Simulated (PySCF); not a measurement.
Coordinates in bohr (charge 0 multiplicity 2):
```
Nb    0.0000    0.0000    0.0000
F     2.6779   -0.0001    2.3211
F    -2.6779    0.0000    2.3211
F     0.0001    2.6779   -2.3210
F    -0.0001   -2.6778   -2.3211
```

These are results of UB3LYP/[Nb def2-SVP with ECP28, F def2-SVP], scalar-relativistic core potentials, density fitting, no spin–orbit coupling, PySCF, not measurements.

This geometry of NbF₄ is a stationary point at this level.

Task: What is the point group?

Result: D2d.

Task: Is it a minimum?

Result: No: it has 1 imaginary mode, at 210i cm⁻¹ (b1).

Task: List the harmonic modes with their infrared intensities.

Result: 
```csv
symmetry,ω (cm⁻¹),"IR (km/mol, summed over degenerate members)",type
b1,210i,–,bend
e,120,78.0,bend
a1,187,0.0,bend
b2,196,14.2,bend
e,680,318,stretch
a1,698,0.0,stretch
b2,744,204,stretch
```

Task: What are the dipole moment and the gap between the highest occupied and lowest empty levels of either spin?

Result: 0.00 D and 2.62 eV.

In D2d the vibrations span b1 + 2e + 2a1 + 2b2. The a1, b1 modes carry no infrared intensity, as symmetry demands.

This need not be the most stable arrangement of these atoms. Other spin states or occupations of the open shell can lie lower. At this level a doublet minimum of D2d symmetry lies 20 kJ/mol below this structure.
